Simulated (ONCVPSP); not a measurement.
# Before and after: ONCV potential for arsenic (As)

* Element: arsenic
* Generator: ONCVPSP 4.0.1
* Type: optimised norm-conserving Vanderbilt (ONCV)
* Functional: PBE
* Relativity: scalar-relativistic
* Frozen core: [Ar] 3d10
* Valence charge: 5
* Reference configuration: 4s1.5 4p3.5
* Partial waves: 4s: rc 1.50 bohr, ncon 3, nbas 7, qcut 4.1 1/bohr, 2 projectors, debl 0.4 Ha; 4p: rc 1.60 bohr, ncon 4, nbas 9, qcut 6 1/bohr, 2 projectors, debl 0.8 Ha; d scattering state at 0.07 Ha: rc 1.60 bohr, ncon 5, nbas 8, qcut 5.7 1/bohr, 1 projector
* Local potential: polynomial inside 1.30 bohr (lpopt 5, dvloc0 1 Ha)
* Core correction: Teter function, fcfact 3.75, rcfact 1.65

In the s channel the program set the typed energies aside and used -0.549, 0.250 Ha.

Change: s: qcut 3.9.

Cutoffs: the cutoffs (Ha) at which the residual kinetic energy of the hardest occupied pseudo-wave falls to 1 and 0.1 mHa per electron; they do not see the model core or the augmentation charge, which bear on the density cutoff. Errors are all-electron minus pseudo energies relative to the spin-unpolarised reference configuration.

Q: How do hardness, ghosts and transferability respond?

A: The potential gets harder (13 Ha and 54 Ha → 17 Ha and 57 Ha); the errors of the 4 common tests hardly move; neither file shows a bound ghost.

```csv
quantity,base,changed
"cutoff, loose",13 Ha,17 Ha
"cutoff, tight",54 Ha,57 Ha
loose cutoff by channel,"s 13 Ha, p 9.2 Ha","s 17 Ha, p 9.2 Ha"
bound ghosts,none,none
GHOST(+) flags under 300 eV,s at 90.4 eV,s at 92.4 eV
"error for 4s2 4p3, meV [ΔE -4.68 eV]",-2.9,-3.3
"error for 4s2 4p2, meV [ΔE 4.47 eV]",-23,-24
"error for 4s2 4p1, meV [ΔE 22.39 eV]",-146,-146
"error for 4s0 4p5, meV [ΔE 14.38 eV]",-24,-25
s: phases at 1.52 bohr within 0.05 rad from the reference energy up to (Ha; the scan ends near 5),3.0,3.1
p: phases at 1.62 bohr within 0.05 rad from the reference energy up to (Ha; the scan ends near 5),3.7,3.7
d: phases at 1.62 bohr within 0.05 rad from the reference energy up to (Ha; the scan ends near 5),0.5,0.5
"rms error of d²Exc/dni dnj with the model core, mHa",3.69,3.72
```
